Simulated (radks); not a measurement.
Fractional charge and spin in the 1s shell of beryllium: the spin-up occupation runs from 0 to 1 and the spin-down occupation from 0 to 1; the fullest corner is Be2+, 1s(up 1, down 1). Calculated with a radial shooting solver on a logarithmic mesh with Libxc functionals: scalar-relativistic Kohn-Sham, LDA (Slater exchange, Perdew-Wang correlation), spin-polarised, spherical densities, finite nucleus; Fermi nuclear charge, rms radius of each element as measured or else 0.836 A^(1/3) + 0.57 fm. Energy (eV) minus the two flat planes that join the four corners (they meet along the diagonal where the two added fractions sum to one electron); zero is where a piecewise linear energy would lie.

\begin{tabular}{lrrrrr}
down \ up & 0 & 0.25 & 0.5 & 0.75 & 1 \\ \hline
0 & 0.000 & -3.665 & -5.464 & -4.329 & 0.000 \\
0.25 & -3.665 & -3.479 & -1.257 & 3.845 & -3.453 \\
0.5 & -5.464 & -1.257 & 4.980 & -1.492 & -4.964 \\
0.75 & -4.329 & 3.845 & -1.492 & -4.128 & -3.872 \\
1 & 0.000 & -3.453 & -4.964 & -3.872 & 0.000 \\
\end{tabular}

Corners above the fullest one (they belong to Be3+ and the next ion): (up 1, down 0) 151.94 eV, (up 0, down 1) 151.94 eV, (up 0, down 0) 365.90 eV. With half an added electron in each spin the energy lies 4.980 eV from the planes (fractional-spin error, the static-correlation error of a stretched bond), and with half an added electron in spin up alone -5.464 eV (fractional-charge error). For a frontier s shell over closed shells the exact functional lies on the planes.
